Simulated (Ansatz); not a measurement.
Ansatz (a program for electronic structure) input (B3LYP-D3(BJ)/def2-TZVP):

Ansatz 0.2 input:
```yaml
crystal:
  periodic: [false, false, false]
  atoms:
    - {symbol: C, position_ang: [1.58555176, -0.92976279, -0.87745265]}
    - {symbol: C, position_ang: [0.81254550, -0.37660665, 0.32243476]}
    - {symbol: C, position_ang: [1.60257645, 0.76582863, 0.96416040]}
    - {symbol: C, position_ang: [-0.66328984, -0.01297396, -0.03507817]}
    - {symbol: C, position_ang: [-1.37698671, -1.24964342, -0.48034242]}
    - {symbol: C, position_ang: [-0.74867609, 1.05676774, -1.13515392]}
    - {symbol: C, position_ang: [-1.39165750, 0.52159397, 1.22286468]}
    - {symbol: H, position_ang: [1.03304574, -1.72477827, -1.38008430]}
    - {symbol: H, position_ang: [1.79039895, -0.14773419, -1.61163917]}
    - {symbol: H, position_ang: [2.54724899, -1.33492764, -0.55683850]}
    - {symbol: H, position_ang: [0.74056328, -1.18016729, 1.06525873]}
    - {symbol: H, position_ang: [1.15224167, 1.11471353, 1.89283158]}
    - {symbol: H, position_ang: [1.69082115, 1.61950732, 0.28874411]}
    - {symbol: H, position_ang: [2.61585627, 0.43232932, 1.19701253]}
    - {symbol: H, position_ang: [-2.21697518, -1.18924393, -1.15987781]}
    - {symbol: H, position_ang: [-1.19138786, -2.19662732, 0.01086160]}
    - {symbol: H, position_ang: [-0.29950029, 0.71268726, -2.06663553]}
    - {symbol: H, position_ang: [-1.79350942, 1.29832067, -1.34056273]}
    - {symbol: H, position_ang: [-0.25090427, 1.97951317, -0.83429710]}
    - {symbol: H, position_ang: [-2.45535073, 0.65025376, 1.01761607]}
    - {symbol: H, position_ang: [-0.99206439, 1.48944178, 1.53114182]}
    - {symbol: H, position_ang: [-1.29086531, -0.17450954, 2.05787240]}
basis:
  gaussian:
    orbitals: def2-TZVP
hamiltonian:
  xc: b3lyp
  dispersion: d3bj
magnetization: {spin_polarized: true, initial_magnetization: 1}
phonons: {temperatures: {t_min: 298.15, t_max: 298.15, t_step: 100}}
```

Output:

```
Functional definition: B3LYP
integrals: 0.34 GiB planned
1920 factors; their error is unknown
0.44 GiB of the device are held for the grids
2.17 GiB of device memory are held for the factors and their scratch space
mean field: 2.85 GiB planned
mean field evaluation 1: about -7485.6423 eV, gradient 6.5e1 eV
mean field evaluation 2: about -7466.6003 eV, gradient 8.7e1 eV
mean field evaluation 4: about -7505.5600 eV, gradient 5.4e0 eV
mean field evaluation 8: about -7505.6802 eV, gradient 8.1e-2 eV
mean field evaluation 16: about -7505.6246 eV, gradient 5.3e-4 eV
mean field -7505.62460611 eV, -275.8266167796 hartree, gradient 1.6e-5 eV, S^2 0.753921; 0 other end points of the search recorded, 0 dependent functions left out
the calculation of the forces begins
reference -7505.62494474 eV, -275.8266292237 hartree; 29, 28 occupied and 278, 279 virtual orbitals, 1920 factors
these checks for a lower state are left out or cut short: stability, starts, cluster_reference, orbital_swaps, neighbouring_geometries, increment
integrals: 0.34 GiB planned
1920 factors; their error is unknown
0.44 GiB of the device are held for the grids
2.17 GiB of device memory are held for the factors and their scratch space
mean field: 2.85 GiB planned
mean field -7505.62452620 eV, -275.8266138428 hartree, gradient 3.7e-6 eV, S^2 0.753921; 0 other end points of the search recorded, 0 dependent functions left out
the calculation of the forces begins
reference -7505.62486479 eV, -275.8266262859 hartree; 29, 28 occupied and 278, 279 virtual orbitals, 1920 factors
these checks for a lower state are left out or cut short: stability, starts, cluster_reference, orbital_swaps, neighbouring_geometries, increment
integrals: 0.34 GiB planned
1920 factors; their error is unknown
0.44 GiB of the device are held for the grids
2.17 GiB of device memory are held for the factors and their scratch space
mean field: 2.85 GiB planned
mean field evaluation 32: about -7505.6244 eV, gradient 8.2e-3 eV
mean field -7505.62435668 eV, -275.8266076132 hartree, gradient 3.7e-6 eV, S^2 0.753921; 0 other end points of the search recorded, 0 dependent functions left out
the calculation of the forces begins
reference -7505.62469533 eV, -275.8266200583 hartree; 29, 28 occupied and 278, 279 virtual orbitals, 1920 factors
these checks for a lower state are left out or cut short: stability, starts, cluster_reference, orbital_swaps, neighbouring_geometries, increment
integrals: 0.34 GiB planned
1920 factors; their error is unknown
0.44 GiB of the device are held for the grids
2.17 GiB of device memory are held for the factors and their scratch space
mean field: 2.85 GiB planned
mean field -7505.62438555 eV, -275.8266086741 hartree, gradient 3.7e-6 eV, S^2 0.753921; 0 other end points of the search recorded, 0 dependent functions left out
the calculation of the forces begins
reference -7505.62472419 eV, -275.8266211188 hartree; 29, 28 occupied and 278, 279 virtual orbitals, 1920 factors
these checks for a lower state are left out or cut short: stability, starts, cluster_reference, orbital_swaps, neighbouring_geometries, increment
integrals: 0.34 GiB planned
1920 factors; their error is unknown
0.44 GiB of the device are held for the grids
2.17 GiB of device memory are held for the factors and their scratch space
mean field: 2.85 GiB planned
mean field -7505.62449134 eV, -275.8266125618 hartree, gradient 3.7e-6 eV, S^2 0.753920; 0 other end points of the search recorded, 0 dependent functions left out
[...]
2.17 GiB of device memory are held for the factors and their scratch space
mean field: 2.85 GiB planned
mean field -7505.62455440 eV, -275.8266148792 hartree, gradient 3.7e-6 eV, S^2 0.753921; 0 other end points of the search recorded, 0 dependent functions left out
the calculation of the forces begins
reference -7505.62489304 eV, -275.8266273240 hartree; 29, 28 occupied and 278, 279 virtual orbitals, 1920 factors
these checks for a lower state are left out or cut short: stability, starts, cluster_reference, orbital_swaps, neighbouring_geometries, increment
integrals: 0.34 GiB planned
1920 factors; their error is unknown
0.44 GiB of the device are held for the grids
2.17 GiB of device memory are held for the factors and their scratch space
mean field: 2.85 GiB planned
mean field -7505.62449295 eV, -275.8266126209 hartree, gradient 3.7e-6 eV, S^2 0.753920; 0 other end points of the search recorded, 0 dependent functions left out
the calculation of the forces begins
reference -7505.62483155 eV, -275.8266250643 hartree; 29, 28 occupied and 278, 279 virtual orbitals, 1920 factors
these checks for a lower state are left out or cut short: stability, starts, cluster_reference, orbital_swaps, neighbouring_geometries, increment
integrals: 0.34 GiB planned
1920 factors; their error is unknown
0.44 GiB of the device are held for the grids
2.17 GiB of device memory are held for the factors and their scratch space
mean field: 2.85 GiB planned
mean field -7505.62462549 eV, -275.8266174918 hartree, gradient 3.7e-6 eV, S^2 0.753921; 0 other end points of the search recorded, 0 dependent functions left out
the calculation of the forces begins
reference -7505.62496413 eV, -275.8266299363 hartree; 29, 28 occupied and 278, 279 virtual orbitals, 1920 factors
these checks for a lower state are left out or cut short: stability, starts, cluster_reference, orbital_swaps, neighbouring_geometries, increment
integrals: 0.34 GiB planned
1920 factors; their error is unknown
0.44 GiB of the device are held for the grids
2.17 GiB of device memory are held for the factors and their scratch space
mean field: 2.85 GiB planned
mean field evaluation 896: about -7505.6808 eV, gradient 5.6e-1 eV
mean field -7505.62454425 eV, -275.8266145060 hartree, gradient 3.7e-6 eV, S^2 0.753921; 0 other end points of the search recorded, 0 dependent functions left out
the calculation of the forces begins
reference -7505.62488285 eV, -275.8266269496 hartree; 29, 28 occupied and 278, 279 virtual orbitals, 1920 factors
these checks for a lower state are left out or cut short: stability, starts, cluster_reference, orbital_swaps, neighbouring_geometries, increment
integrals: 0.34 GiB planned
1920 factors; their error is unknown
0.44 GiB of the device are held for the grids
2.17 GiB of device memory are held for the factors and their scratch space
mean field: 2.85 GiB planned
mean field -7505.62455863 eV, -275.8266150345 hartree, gradient 3.7e-6 eV, S^2 0.753921; 0 other end points of the search recorded, 0 dependent functions left out
the calculation of the forces begins
reference -7505.62489724 eV, -275.8266274783 hartree; 29, 28 occupied and 278, 279 virtual orbitals, 1920 factors
these checks for a lower state are left out or cut short: stability, starts, cluster_reference, orbital_swaps, neighbouring_geometries, increment
integrals: 0.34 GiB planned
1920 factors; their error is unknown
0.44 GiB of the device are held for the grids
2.17 GiB of device memory are held for the factors and their scratch space
mean field: 2.85 GiB planned
mean field -7505.62462309 eV, -275.8266174036 hartree, gradient 3.7e-6 eV, S^2 0.753921; 0 other end points of the search recorded, 0 dependent functions left out
the calculation of the forces begins
reference -7505.62496172 eV, -275.8266298480 hartree; 29, 28 occupied and 278, 279 virtual orbitals, 1920 factors
these checks for a lower state are left out or cut short: stability, starts, cluster_reference, orbital_swaps, neighbouring_geometries, increment
integrals: 0.34 GiB planned
1920 factors; their error is unknown
0.44 GiB of the device are held for the grids
2.17 GiB of device memory are held for the factors and their scratch space
mean field: 2.85 GiB planned
mean field -7505.62455468 eV, -275.8266148895 hartree, gradient 3.7e-6 eV, S^2 0.753921; 0 other end points of the search recorded, 0 dependent functions left out
the calculation of the forces begins
reference -7505.62489328 eV, -275.8266273328 hartree; 29, 28 occupied and 278, 279 virtual orbitals, 1920 factors
these checks for a lower state are left out or cut short: stability, starts, cluster_reference, orbital_swaps, neighbouring_geometries, increment
integrals: 0.34 GiB planned
1920 factors; their error is unknown
0.44 GiB of the device are held for the grids
2.17 GiB of device memory are held for the factors and their scratch space
mean field: 2.85 GiB planned
mean field evaluation 928: about -7505.6246 eV, gradient 8.2e-3 eV
mean field -7505.62455593 eV, -275.8266149355 hartree, gradient 3.7e-6 eV, S^2 0.753921; 0 other end points of the search recorded, 0 dependent functions left out
the calculation of the forces begins
reference -7505.62489458 eV, -275.8266273804 hartree; 29, 28 occupied and 278, 279 virtual orbitals, 1920 factors
these checks for a lower state are left out or cut short: stability, starts, cluster_reference, orbital_swaps, neighbouring_geometries, increment
integrals: 0.34 GiB planned
1920 factors; their error is unknown
0.44 GiB of the device are held for the grids
2.17 GiB of device memory are held for the factors and their scratch space
mean field: 2.85 GiB planned
mean field -7505.62459064 eV, -275.8266162109 hartree, gradient 3.7e-6 eV, S^2 0.753921; 0 other end points of the search recorded, 0 dependent functions left out
the calculation of the forces begins
reference -7505.62492930 eV, -275.8266286564 hartree; 29, 28 occupied and 278, 279 virtual orbitals, 1920 factors
these checks for a lower state are left out or cut short: stability, starts, cluster_reference, orbital_swaps, neighbouring_geometries, increment
integrals: 0.34 GiB planned
1920 factors; their error is unknown
0.44 GiB of the device are held for the grids
2.17 GiB of device memory are held for the factors and their scratch space
mean field: 2.85 GiB planned
mean field -7505.62449172 eV, -275.8266125757 hartree, gradient 3.7e-6 eV, S^2 0.753921; 0 other end points of the search recorded, 0 dependent functions left out
the calculation of the forces begins
reference -7505.62483030 eV, -275.8266250183 hartree; 29, 28 occupied and 278, 279 virtual orbitals, 1920 factors
Total energy: -7506.56057912 eV, -275.8610131533 hartree
Atom 0 at     1.585552    -0.929763    -0.877453 Å, force     0.000438    -0.000135    -0.000701 eV/Å
Atom 1 at     0.812546    -0.376607     0.322435 Å, force    -0.001407    -0.000583     0.000406 eV/Å
Atom 2 at     1.602576     0.765829     0.964160 Å, force    -0.000028     0.000403     0.000218 eV/Å
Atom 3 at    -0.663290    -0.012974    -0.035078 Å, force     0.001753     0.000623    -0.000549 eV/Å
Atom 4 at    -1.376987    -1.249643    -0.480342 Å, force     0.001519    -0.000400     0.001901 eV/Å
Atom 5 at    -0.748676     1.056768    -1.135154 Å, force    -0.000246    -0.000130    -0.000309 eV/Å
Atom 6 at    -1.391657     0.521594     1.222865 Å, force    -0.000506    -0.000015     0.000320 eV/Å
Atom 7 at     1.033046    -1.724778    -1.380084 Å, force    -0.000113    -0.000126     0.000091 eV/Å
Atom 8 at     1.790399    -0.147734    -1.611639 Å, force     0.000068    -0.000141     0.000020 eV/Å
Atom 9 at     2.547249    -1.334928    -0.556839 Å, force    -0.000211     0.000032    -0.000096 eV/Å
Atom 10 at     0.740563    -1.180167     1.065259 Å, force    -0.000069    -0.000278     0.000060 eV/Å
Atom 11 at     1.152242     1.114714     1.892832 Å, force     0.000342    -0.000010     0.000037 eV/Å
Atom 12 at     1.690821     1.619507     0.288744 Å, force     0.000238     0.000178     0.000289 eV/Å
Atom 13 at     2.615856     0.432329     1.197013 Å, force    -0.000334    -0.000065    -0.000146 eV/Å
Atom 14 at    -2.216975    -1.189244    -1.159878 Å, force    -0.000094     0.000095    -0.000257 eV/Å
Atom 15 at    -1.191388    -2.196627     0.010862 Å, force    -0.000531     0.000469    -0.000853 eV/Å
Atom 16 at    -0.299500     0.712687    -2.066636 Å, force    -0.000462     0.000229    -0.000068 eV/Å
Atom 17 at    -1.793509     1.298321    -1.340563 Å, force     0.000077     0.000056    -0.000223 eV/Å
Atom 18 at    -0.250904     1.979513    -0.834297 Å, force    -0.000196    -0.000025    -0.000076 eV/Å
Atom 19 at    -2.455351     0.650254     1.017616 Å, force     0.000074    -0.000013     0.000077 eV/Å
Atom 20 at    -0.992064     1.489442     1.531142 Å, force    -0.000310    -0.000224    -0.000272 eV/Å
Atom 21 at    -1.290865    -0.174510     2.057872 Å, force    -0.000005     0.000059     0.000130 eV/Å
Dipole moment:     0.004944     0.027148     0.045208 e Å
Vibrations: 77.20 138.06 207.68 234.17 251.50 261.09 278.20 294.04 347.13 358.20 365.44 432.17 458.68 509.75 572.45 691.15 844.40 920.47 928.72 937.44 943.57 968.45 985.07 1018.93 1078.62 1128.73 1164.23 1199.24 1247.66 1266.62 1355.32 1367.24 1391.78 1401.80 1410.77 1424.24 1461.63 1485.23 1485.83 1490.47 1496.64 1507.47 1510.59 1515.14 1516.23 2992.49 3027.60 3030.45 3034.70 3040.81 3083.81 3089.01 3090.56 3095.50 3096.71 3098.53 3110.66 3111.31 3132.19 3232.50 cm⁻¹, zero-point energy 5.467473 eV
```

It need not be the lowest isomer of its formula.
